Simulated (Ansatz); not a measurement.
Basis sets compared for n-GeGeSiH8 (SiGe₂H₈). The state is a singlet with charge 0. Geometry PBE-D4/def2-SVP. Ansatz on 4 threads of Arm Neoverse V1 on a shared host; times are rough, and most runs start from earlier orbitals.

```tsv
atom	x (Å)	y (Å)	z (Å)
Ge1	0.844	1.451	-1.128
Ge2	-0.184	-0.715	-0.678
Si3	-0.713	-0.932	1.646
H4	2.182	1.576	-0.351
H5	-0.099	2.593	-0.661
H6	1.131	1.635	-2.641
H7	-1.476	-0.856	-1.531
H8	0.788	-1.849	-1.111
H9	-1.363	-2.259	1.937
H10	-1.656	0.170	2.053
H11	0.545	-0.816	2.465
```

The 6-31G sets use Cartesian d functions.

Binding counts from free atoms (Ge triplet, Si triplet, H doublet) in the same basis, without a counterpoise term.

| level | functions | energy (Eh) | HOMO (eV) | LUMO (eV) | binding per atom (eV) | wall time |
| --- | --- | --- | --- | --- | --- | --- |
| HF/STO-3G | 53 | -4393.8135 | -8.07 | 9.92 | 3.32 | 0.4 s |
| HF/6-31G | 87 | -4443.5498 | -10.16 | 2.86 | 1.87 | 1.1 s |
| HF/def2-TZVP | 181 | -4444.3315 | -10.20 | 2.92 | 2.08 | 2 s |
| PBE-D4/def2-SVP | 122 | -4446.8910 | -6.84 | -0.78 | 2.71 | 1.4 s |
| PBE-D4/def2-TZVP (with forces) | 181 | -4447.5204 | -6.85 | -1.00 | 2.71 | 2.5 s |
| r2SCAN-D4/def2-TZVP | 181 | -4448.2660 | -7.11 | -0.73 | 2.77 | 4 s |
| PBE0-D4/def2-SVP | 122 | -4447.0422 | -7.90 | 0.02 | 2.72 | 2.9 s |
| PBE0-D4/def2-TZVP | 181 | -4447.6674 | -7.88 | -0.18 | 2.72 | 3 s |

Problem. Estimate the rows for PBE-D4/def2-TZVPD, r2SCAN-D4/def2-TZVPD, PBE0-D4/def2-TZVPD.

Solution. 
```json
{"level": "PBE-D4/def2-TZVPD", "functions": "223", "energy (Eh)": "-4447.5214", "HOMO (eV)": "-6.85", "LUMO (eV)": "-1.12", "binding per atom (eV)": "2.72", "wall time": "4.4 s"}
{"level": "r2SCAN-D4/def2-TZVPD", "functions": "223", "energy (Eh)": "-4448.2671", "HOMO (eV)": "-7.09", "LUMO (eV)": "-0.77", "binding per atom (eV)": "2.77", "wall time": "8.5 s"}
{"level": "PBE0-D4/def2-TZVPD", "functions": "223", "energy (Eh)": "-4447.6685", "HOMO (eV)": "-7.87", "LUMO (eV)": "-0.35", "binding per atom (eV)": "2.72", "wall time": "8.5 s"}
```
